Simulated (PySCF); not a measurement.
First SCF of a structure search on doublet GeF3, at a hand-made trigonal planar geometry. PySCF input:

```python
from pyscf import gto, scf, dft
mol = gto.M(atom='''
Ge     0.000000     0.000000     0.000000
F      1.850000     0.000000     0.000000
F     -0.925000     1.602100     0.000000
F     -0.925000    -1.602100     0.000000''',
    basis={'Ge': 'def2-TZVP', 'F': 'def2-TZVP'},
    charge=0, spin=1)
mf = dft.UKS(mol, xc='PBE0')
mf.grids.atom_grid = (50, 194)
aux = {'Ge': 'def2-universal-JKFIT', 'F': 'def2-universal-JKFIT'}
mf = mf.density_fit(auxbasis=aux)
mf.conv_tol = 1e-08
mf.diis_space = 10
mf.max_cycle = 60
mf.init_guess = 'minao'
mf.verbose = 4
mf.kernel()
```

Excerpt of the output (cycles alone):

```
init E= -2375.43627062095
cycle= 1 E= -2375.90775582383  delta_E= -0.471  |g|= 0.883  |ddm|= 1.42
cycle= 2 E= -2375.1027831863  delta_E= 0.805  |g|= 1.85  |ddm|= 1.38
cycle= 3 E= -2376.14601803269  delta_E= -1.04  |g|= 0.114  |ddm|= 0.894
cycle= 4 E= -2376.14800179239  delta_E= -0.00198  |g|= 0.0551  |ddm|= 0.0654
cycle= 5 E= -2376.14871493246  delta_E= -0.000713  |g|= 0.00729  |ddm|= 0.0264
cycle= 6 E= -2376.14875130367  delta_E= -3.64e-05  |g|= 0.00179  |ddm|= 0.00868
cycle= 7 E= -2376.14875425112  delta_E= -2.95e-06  |g|= 0.000304  |ddm|= 0.00298
cycle= 8 E= -2376.14875434382  delta_E= -9.27e-08  |g|= 0.000142  |ddm|= 0.000596
cycle= 9 E= -2376.14875434896  delta_E= -5.14e-09  |g|= 0.000122  |ddm|= 0.000135
cycle= 10 E= -2376.14875435425  delta_E= -5.29e-09  |g|= 2.65e-05  |ddm|= 7.43e-05
Extra cycle  E= -2376.14875435401  delta_E= 2.41e-10  |g|= 4.42e-05  |ddm|= 3.72e-05
converged SCF energy = -2376.14875435401  <S^2> = 0.755876  2S+1 = 2.0058674
```

No lower solution of this spin was found by a stability analysis within the unrestricted form.

The search for the lowest solution, with the stability check, took 12 s on 4 threads of a shared Arm Neoverse V2 host, with 141 basis functions; the process peaked at 0.47 GiB. Launch command: `OMP_NUM_THREADS=4 python axn.py task.json out`.
